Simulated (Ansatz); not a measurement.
Gas-phase electronic energies from Ansatz, PBE0-D4/def2-TZVP geometries. CBS: MP2 limit from def2 TZ/QZ plus the TZ coupled-cluster correction, frozen cores. Functionals use def2-TZVPP. Each species was taken in one conformer, which may not be the lowest.

Reaction (isomerisation): `[SiH3]NC[SiH2]Cl` → `C[SiH2]N[SiH2]Cl`

| level | ΔE (kcal/mol) | difference from CCSD(T)/CBS |
| --- | --- | --- |
| PBE-D4 | -37.5 | 2.8 |
| revPBE-D4 | -37.0 | 3.3 |
| B97M-V | -40.8 | -0.5 |
| PBE0-D4 | -38.7 | 1.6 |
| r2SCAN0-D4 | -40.7 | -0.4 |
| ωB97X-V | -38.8 | 1.5 |
| PBE0 | -38.4 | 1.9 |
| r2SCAN0 | -40.6 | -0.3 |
| BHLYP | -39.7 | 0.6 |
| RPA@PBE/def2-TZVPP | -37.7 | 2.6 |
| HF/def2-SVP | -36.7 | 3.6 |
| CCSD/def2-SVP | -35.2 | 5.1 |
| MP2/def2-TZVPP | -41.0 | -0.7 |
| CCSD/def2-TZVPP | -39.7 | 0.6 |
| MP2/def2-QZVPP | -41.4 | -1.1 |
| MP2/CBS(def2) | -41.7 | -1.4 |
| CCSD(T)/CBS | -40.3 | 0 |

Largest T1 diagnostic among the species: 0.010.

At CCSD(T), def2-SVP lies +5.3 kcal/mol from the extrapolated value and def2-TZVPP +0.6 kcal/mol. From PBE to PBE0 (25 % exact exchange), in def2-TZVPP and without D4, ΔE moves by −1.2 kcal/mol.

CCSD(T)/CBS has its own doubt, a few kJ/mol and more with outer-core shells, so smaller differences from it don't rank the levels.
